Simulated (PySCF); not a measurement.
Ge(H)(F)(NH2)2 (FGeH₅N₂), SMILES [F][GeH]([NH2])[NH2].

The structure is a stationary point at PBE0-D3(BJ)/def2-SVP. The structure was generated by enumeration, and PubChem lists no compound with its InChIKey, so it may never have been made. Other conformers were not sampled.

Two levels are set side by side: PBE/def2-TZVP (PySCF) and ωB97X/def2-TZVP (PySCF). Same geometry, gas phase. Differences are taken from unrounded values.

```tsv
quantity	ωB97X	PBE	PBE minus ωB97X
orbital gap (eV)	12.90	5.94	-6.96
highest occupied level (eV)	-10.15	-6.17	3.98
lowest empty level (eV)	2.75	-0.23	-2.98
dipole moment (D)	2.00	1.91	-0.09
mean polarisability (bohr³)	42.2	45.0	2.8
```

PBE's occupied levels lie high since its potential decays too fast outside the molecule; exact exchange lowers them and widens the gap. PBE's more diffuse valence density responds more strongly to a field. Differences between two approximate levels are no errors against the true value.

Rough cost on one machine, each run with all the roots and properties that it gave: ωB97X against PBE within a factor of 2.
